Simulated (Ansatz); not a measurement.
H6Si3, SMILES `[SiH3][Si][SiH3]` (lower singlet) (charge 0, multiplicity 1). This singlet lies 0.38 eV below the relaxed triplet at the level frozen-core CCSD(T)/cc-pVTZ // PBE0-D3(BJ)/def2-TZVP (Ansatz, a first-principles code).

Cartesian coordinates (Å):
```xyz
9

Si    -1.5942     0.3227     0.1675
Si    -0.4323    -0.5317    -1.7061
Si     1.5661    -0.3566    -0.4554
H     -3.0459    -0.0043     0.2142
H     -1.0094     0.0677     1.5148
H     -1.4651     1.7886    -0.1192
H      2.8139    -0.2814    -1.2641
H      1.6265     0.6896     0.6048
H      1.5405    -1.6946     0.2210
```
Charge 0, spin multiplicity 1.

Frozen-core energies in 6-31g from Ansatz at a geometry from PBE0-D3(BJ)/def2-TZVP; the HF reference has <S^2> = 0.00 (restricted, and unstable towards unrestricted orbitals) and the T1 diagnostic is 0.012.

```csv
level,energy (Ha)
HF,-870.04586
MP2,-870.19836
CCSD,-870.24913
CCSD(T),-870.25310
```

Problem. Estimate the energies of CCSDT and CCSDT(Q), and give each level's difference from CCSDT(Q).

Solution. 
```csv
level,energy (Ha),difference from CCSDT(Q) (mHa)
MP2,-870.19836,56.01
CCSD,-870.24913,5.23
CCSD(T),-870.25310,1.26
CCSDT,-870.25414,0.23
CCSDT(Q),-870.25436,0.00
```
